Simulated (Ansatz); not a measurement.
F3Ga, triplet, geometry from GFN2-xTB (such geometries of metal compounds can be far from the true shape) (a higher spin typed on purpose: for a closed-shell molecule this is an excited state); BLYP/6-31G* in Ansatz (an electronic-structure program).

Input for Ansatz:
Ansatz 0.2 input:
```yaml
crystal:
  periodic: [false, false, false]
  atoms:
    - {symbol: Ga, position_ang: [-0.22935533, -0.05016553, 0.16489429]}
    - {symbol: F, position_ang: [-1.72400498, -1.24032791, -0.08600818]}
    - {symbol: F, position_ang: [0.69331432, 1.52712243, -0.77539039]}
    - {symbol: F, position_ang: [1.82069235, -0.11400212, 0.29342934]}
basis:
  gaussian:
    orbitals: 6-31G*
hamiltonian:
  xc: blyp
magnetization: {spin_polarized: true, initial_magnetization: 2}
accuracy: high
```

It wrote (shortened):

```
Functional definition: BLYP
1481 factors; integrals over basis functions are off by at most 4.7e-9 eV
mean field evaluation 1: about -60516.3736 eV, gradient 3.7e1 eV
mean field evaluation 2: about -60367.6861 eV, gradient 1.7e2 eV
mean field evaluation 4: about -60505.6245 eV, gradient 5.1e1 eV
mean field evaluation 8: about -60520.7024 eV, gradient 5.3e-3 eV
mean field evaluation 16: about -60509.7708 eV, gradient 4.1e1 eV
mean field evaluation 32: about -60520.6320 eV, gradient 1.2e0 eV
mean field evaluation 64: about -60520.6999 eV, gradient 9.5e-9 eV
mean field evaluation 96: about -60519.0490 eV, gradient 3.9e0 eV
mean field -60520.69993225 eV, -2224.0947001065 hartree, gradient 2.2e-8 eV, S^2 2.003461; 11 other end points of the search recorded, 0 dependent functions left out
reference -60520.69998170 eV, -2224.0947019236 hartree; 30, 28 occupied and 50, 52 virtual orbitals, 1481 factors
Total energy: -60520.69998170 eV, -2224.0947019236 hartree
```
